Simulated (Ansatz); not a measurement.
Reactions of `[CH2]1[SiH2][NH][SnH2]1`.

Computed with Ansatz on PBE0-D4/def2-TZVP structures; ΔE is electronic, products minus reactants. CBS: MP2 limit from def2 TZ/QZ plus the TZ coupled-cluster correction, frozen cores. This one scheme is used for every species, atoms too. Functionals use def2-TZVPP. Open shells (•) are unrestricted, without spin–orbit coupling. Spin–orbit coupling would lower the free atoms: a little for C, Si; strongly for Sn. def2 core potentials past Kr. Bonds to Sn are less sure, by a few kJ/mol each and by 10 to 20 or more in all where they break to atoms, as the def2 sets lack core-valence functions.

```
                                              reaction  r2SCAN-D4 (kJ/mol)  B2PLYP (kJ/mol)  ωB97X-V (kJ/mol)
    `[CH2]1[SiH2][NH][SnH2]1` → `[SiH3]/N=[CH]\[SnH3]`                 169              160               170
`[CH2]1[SiH2][NH][SnH2]1` → C• + 7 H• + N• + Si• + Sn•                3495             3454              3540
  `[CH2]1[SiH2][NH][SnH2]1` → `[CH3][SnH]1[NH][SiH2]1`                  69               71                83
     `[CH2]1[SiH2][NH][SnH2]1` → `C1[NH][SnH2][SiH2]1`                 129              132               128
```

**Question.** Give the CCSD(T)/CBS values in the same order. (Estimate.)

**Answer.** Ansatz gave: 182, 3533, 78, 138 kJ/mol.

Largest T1 diagnostic: 0.015, for `[SiH3]/N=[CH]\[SnH3]`.
